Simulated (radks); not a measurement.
Results of a calculation; reference values are marked as such.
Removal energies from neutral cerium, [Xe] 4f(5/2: 2, 7/2: 0) 6s2, by Delta-SCF beside the eigenvalue of the level emptied. Code: a radial shooting solver on a logarithmic mesh with Libxc functionals. Model: Dirac Kohn-Sham, PBE, spin-unpolarised, spherical densities, finite nucleus; Fermi nuclear charge, rms radius of each element as measured or else 0.836 A^(1/3) + 0.57 fm. Sub-shells are occupied by j as written (lower j first in brackets).

[
 {"removed from": "6s1/2", "final configuration": "[Xe] 4f(5/2: 2, 7/2: 0) 6s1", "Delta-SCF (eV)": "5.634", "-eigenvalue (eV)": "3.417"},
 {"removed from": "4f5/2", "final configuration": "[Xe] 4f(5/2: 1, 7/2: 0) 6s2", "Delta-SCF (eV)": "6.801", "-eigenvalue (eV)": "0.706"},
 {"removed from": "5p3/2", "final configuration": "[Kr] 4d10 4f(5/2: 2, 7/2: 0) 5s2 5p(1/2: 2, 3/2: 3) 6s2", "Delta-SCF (eV)": "24.489", "-eigenvalue (eV)": "19.989"},
 {"removed from": "5p1/2", "final configuration": "[Kr] 4d10 4f(5/2: 2, 7/2: 0) 5s2 5p(1/2: 1, 3/2: 4) 6s2", "Delta-SCF (eV)": "27.187", "-eigenvalue (eV)": "22.536"}
]
